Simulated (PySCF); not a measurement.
PySCF 2.14 output of an unrestricted PBE calculation on a single atom or ion in aug-cc-pVDZ-PP with ECP10MDF (5s4p3d, 32 functions), with a scalar-relativistic core potential:

```
SCF conv_tol = 1e-09
number electrons alpha = 12  beta = 10
    J. P. Perdew, K. Burke, and M. Ernzerhof.,  Phys. Rev. Lett. 77, 3865 (1996)
    J. P. Perdew, K. Burke, and M. Ernzerhof.,  Phys. Rev. Lett. 78, 1396 (1997)
    J. P. Perdew, K. Burke, and M. Ernzerhof.,  Phys. Rev. Lett. 77, 3865 (1996)
    J. P. Perdew, K. Burke, and M. Ernzerhof.,  Phys. Rev. Lett. 78, 1396 (1997)
cycle= 1 E= -259.461096755286  delta_E= -0.0108  |g|= 0.0689  |ddm|= 0.458
cycle= 2 E= -259.462237417937  delta_E= -0.00114  |g|= 0.0457  |ddm|= 0.177
cycle= 3 E= -259.463083076918  delta_E= -0.000846  |g|= 0.0074  |ddm|= 0.0991
cycle= 4 E= -259.463203776093  delta_E= -0.000121  |g|= 0.000452  |ddm|= 0.0492
cycle= 5 E= -259.463204436661  delta_E= -6.61e-07  |g|= 4.18e-05  |ddm|= 0.0038
cycle= 6 E= -259.463204441585  delta_E= -4.92e-09  |g|= 5.53e-07  |ddm|= 0.000345
cycle= 7 E= -259.463204441586  delta_E= -7.96e-13  |g|= 3.45e-08  |ddm|= 5.4e-06
converged SCF energy = -259.463204441586  <S^2> = 2.0015706  2S+1 = 3.0010469
```

The run itself started from symmetry-adapted Hartree-Fock orbitals and held the occupation by maximum overlap, on a logarithmic radial grid, so the iterations belong to that start.

Q: Which element, charge and spin multiplicity is this?

A: Ga⁻ (gallium, charge -1), multiplicity 3; the state was [Ar] 3d10 4s2 4p2, high-spin 3P determinant.

Energies and moments cover only the electrons outside the core potential. At PBE the highest occupied level has a positive energy, so only the finite basis holds that electron; in a semilocal or global hybrid functional this comes from self-interaction and does not mean that the real anion is unbound.
